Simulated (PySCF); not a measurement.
Computed shifts of a molecule C5H7FO, PBE0/pcSseg-1 (PySCF), GIAO, gas phase, equivalent atoms averaged, in ppm (number of nuclei): ¹³C: 204.5 (1), 77.5 (1), 36.0 (1), 31.0 (1), 15.5 (1). ¹⁹F: -240.9 (1). ¹H: 4.63 (1), 2.64 (3), 2.40 (1), 2.07 (1), 1.12 (1). References: ¹³C against TMS (σ = 186.3 ppm); ¹⁷O against H2O (σ = 334.2 ppm); ¹⁹F against CFCl3 (σ = 167.2 ppm); ¹H against TMS (σ = 31.56 ppm), references at their B3LYP-D3(BJ)/def2-TZVP geometries, non-relativistic. The structure is a stationary point at B3LYP-D3(BJ)/def2-SVP. One conformer was computed; it need not be the lowest.

Problem. Pick the molecule that these values belong to.
(A) CC1=C(F)[C@@H](C)O1
(B) CC1=C(F)COC1
(C) C[C@@H]1C(=O)C[C@H]1F
(D) CC(=O)[C@H]1C[C@H]1F

Solution. D, CC(=O)[C@H]1C[C@H]1F
